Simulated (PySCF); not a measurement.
Excitation energies in several basis sets

Compound: CH₉GeNSi.
Z-matrix (Å and degrees, PBE0-D3(BJ)/def2-SVP geometry), rows numbered from 1:
```
N 
C   1  1.4518
Ge  2  1.9728  1  107.85
Si  3  2.3813  2  103.61  1   -40.34
H   1  1.0179  2  111.19  3   -68.27
H   1  1.0182  2  111.57  3   172.89
H   2  1.1024  1  108.89  3  -114.42
H   2  1.1088  1  115.99  3   125.29
H   3  1.5426  2  111.30  1  -163.30
H   3  1.5468  2  109.50  1    77.54
H   4  1.4979  3  111.34  2  -164.74
H   4  1.4935  3  110.66  2    75.44
H   4  1.4947  3  109.31  2   -45.46
```

TDDFT with PBE0 (PySCF), vertical singlets, core orbitals frozen in the response, spherical d and f functions. Isolated species at its PBE0-D3(BJ)/def2-SVP geometry (one conformer only). Relativistic effects, spin–orbit coupling among them, are left out although an element past zinc is present.

```json
{"basis": "6-31G*", "functions": "96", "diffuse": "no", "S1 (eV)": "6.30", "S2 (eV)": "6.67", "S3 (eV)": "6.84", "S4 (eV)": "7.40", "S5 (eV)": "7.57", "LUMO (eV)": "0.79", "α (au)": "70.9"}
{"basis": "def2-SVP", "functions": "123", "diffuse": "no", "S1 (eV)": "6.22", "S2 (eV)": "6.59", "S3 (eV)": "7.00", "S4 (eV)": "7.31", "S5 (eV)": "7.40", "LUMO (eV)": "0.73", "α (au)": "75.7"}
{"basis": "def2-SVPD", "functions": "174", "diffuse": "yes", "S1 (eV)": "5.95", "S2 (eV)": "6.45", "S3 (eV)": "6.57", "S4 (eV)": "6.72", "S5 (eV)": "6.99", "LUMO (eV)": "0.19", "α (au)": "86.3"}
{"basis": "aug-cc-pVDZ", "functions": "190", "diffuse": "yes", "S1 (eV)": "5.50", "S2 (eV)": "6.11", "S3 (eV)": "6.31", "S4 (eV)": "6.48", "S5 (eV)": "6.56", "LUMO (eV)": "-0.29", "α (au)": "88.1"}
{"basis": "def2-TZVP", "functions": "201", "diffuse": "no", "S1 (eV)": "6.03", "S2 (eV)": "6.52", "S3 (eV)": "6.76", "S4 (eV)": "6.89", "S5 (eV)": "7.10", "LUMO (eV)": "0.38", "α (au)": "83.2"}
{"basis": "def2-TZVPD", "functions": "252", "diffuse": "yes", "S1 (eV)": "5.71", "S2 (eV)": "6.29", "S3 (eV)": "6.44", "S4 (eV)": "6.62", "S5 (eV)": "6.81", "LUMO (eV)": "-0.01", "α (au)": "87.6"}
```

Question: Compare the sets with the largest diffuse one.

Answer: States are compared by their number. Against the largest diffuse basis here (def2-TZVPD, itself not a converged limit), sets without diffuse functions differ by up to 0.59 eV in S1 and 0.76 eV in S5; the smaller diffuse sets differ by up to 0.23 and 0.25 eV. State by state, the largest deviation of a set without diffuse functions is S1 0.59, S2 0.38, S3 0.56, S4 0.78, S5 0.76 eV. The same number needn't mean the same state in each row. Against def2-TZVPD the polarisability deviates by -19% in 6-31G*, -14% in def2-SVP, -1% in def2-SVPD, +1% in aug-cc-pVDZ, -5% in def2-TZVP.

Without π bonds the low states are Rydberg-like; a valence basis with one diffuse set may place them up to an eV too high.
